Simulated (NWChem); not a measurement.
System: C₂H₃ClF₂Si; SMILES F/C([SiH3])=C(\F)Cl

The following NWChem deck was run.

```
start job
memory heap 200 mb stack 900 mb global 1100 mb
geometry units angstroms
  F      1.823599    -1.070670     0.000000
  C      0.569553    -0.556479     0.000000
  Si    -0.887366    -1.772941     0.000000
  C      0.447526     0.793301     0.000000
  F      1.479071     1.629638     0.000000
  Cl    -1.099758     1.565474     0.000000
  H     -0.287093    -3.147831     0.000000
  H     -1.737608    -1.578981     1.223420
  H     -1.737608    -1.578981    -1.223420
end
basis spherical
  * library 3-21g
end
dft
  xc b3lyp
  iterations 150
end
driver
  maxiter 120
end
task dft optimize
task dft freq
```

The level has its own optimisation; frequencies are unscaled. Brackets give each atom's bonded neighbours.

Task: Give the results of this calculation. (B3LYP/3-21G.) Quantities: r C–F [C(CFSi)–F(C)] (Å); r C–Si (Å); r C–C (Å); r H–Si (Å); highest harmonic frequency (cm⁻¹); lowest (cm⁻¹); zero-point energy (kcal/mol); dipole (D).

Result: The r C–F [C(CFSi)–F(C)] (Å) is 1.390 and the r C–Si (Å) is 1.909. The r C–C (Å) is 1.328 and the r H–Si (Å) comes out as 1.491. The highest harmonic frequency (cm⁻¹) comes out as 2240 and the lowest (cm⁻¹) comes out as 100. The zero-point energy (kcal/mol) comes out as 26.3 and the dipole (D) is 1.48.
